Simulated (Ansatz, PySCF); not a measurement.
Process, species as SMILES: C#C (C2H2) [acetylene] + 3 [H][H] (H2) → 2 C (CH4)
Structures are relaxed separately at B3LYP-D3(BJ)/def2-TZVP in Ansatz (a quantum-chemistry and plane-wave program).

Quantity: energy of full hydrogenation (enthalpy at 298 K, with B3LYP-D3(BJ) rigid-rotor harmonic-oscillator terms from PySCF), in kcal/mol. Cores are frozen in the correlated levels unless marked. Spin-orbit coupling is left out. Non-relativistic. CBS marks a two-point X^-3 extrapolation of the correlation energy; Hartree-Fock from the larger set. The bracket is a focal-point correction in the basis named.

From measured enthalpies of formation at 298 K: -90.2 kcal/mol (C#C (C2H2) 54.6, ATcT 1.112; [H][H] (H2) 0.0, ATcT 1.112; C (CH4) -17.8, ATcT 1.112). It holds spin-orbit effects, which the calculations lack, and core correlation, which the frozen-core levels lack.

```json
[
 {"level": "RI-HF/aug-cc-pVQZ", "program": "Ansatz", "energy of full hydrogenation (kcal/mol)": "-94.7", "error against measurement": "-4.5"},
 {"level": "PBE/def2-TZVPD", "program": "Ansatz", "energy of full hydrogenation (kcal/mol)": "-94.7", "error against measurement": "-4.5"},
 {"level": "B3LYP-D4/def2-TZVPD", "program": "Ansatz + dftd4", "energy of full hydrogenation (kcal/mol)": "-91.6", "error against measurement": "-1.4"},
 {"level": "BHLYP/def2-TZVPD", "program": "Ansatz", "energy of full hydrogenation (kcal/mol)": "-98.4", "error against measurement": "-8.2"},
 {"level": "TPSSh-D4/def2-TZVPD", "program": "PySCF + dftd4", "energy of full hydrogenation (kcal/mol)": "-92.7", "error against measurement": "-2.5"},
 {"level": "RPA@PBE/cc-pVTZ", "program": "Ansatz", "energy of full hydrogenation (kcal/mol)": "-88.4", "error against measurement": "1.8"},
 {"level": "MP2/cc-pVDZ", "program": "Ansatz", "energy of full hydrogenation (kcal/mol)": "-92.8", "error against measurement": "-2.6"},
 {"level": "RI-MP2/CBS(def2-TZVPPD,def2-QZVPPD)", "program": "Ansatz", "energy of full hydrogenation (kcal/mol)": "-89.9", "error against measurement": "0.3"},
 {"level": "SCS-MP2/def2-SVP", "program": "Ansatz", "energy of full hydrogenation (kcal/mol)": "-94.3", "error against measurement": "-4.1"},
 {"level": "CCSD(T)/6-31G", "program": "Ansatz", "energy of full hydrogenation (kcal/mol)": "-77.4", "error against measurement": "12.8"},
 {"level": "CCSD(T)/cc-pVDZ", "program": "Ansatz", "energy of full hydrogenation (kcal/mol)": "-93.6", "error against measurement": "-3.4"},
 {"level": "CCSD(T)/def2-SVPD", "program": "Ansatz", "energy of full hydrogenation (kcal/mol)": "-96.5", "error against measurement": "-6.3"},
 {"level": "CCSD(T)/cc-pVTZ", "program": "Ansatz", "energy of full hydrogenation (kcal/mol)": "-91.4", "error against measurement": "-1.2"},
 {"level": "RI-MP2/CBS(aug-cc-pVTZ,aug-cc-pVQZ)+[CCSD(T)-MP2]/aug-cc-pVTZ", "program": "Ansatz", "energy of full hydrogenation (kcal/mol)": "-90.7", "error against measurement": "-0.5"},
 {"level": "CCSD(T)/CBS(def2-TZVPPD,def2-QZVPPD)", "program": "Ansatz", "energy of full hydrogenation (kcal/mol)": "-90.9", "error against measurement": "-0.7"}
]
```
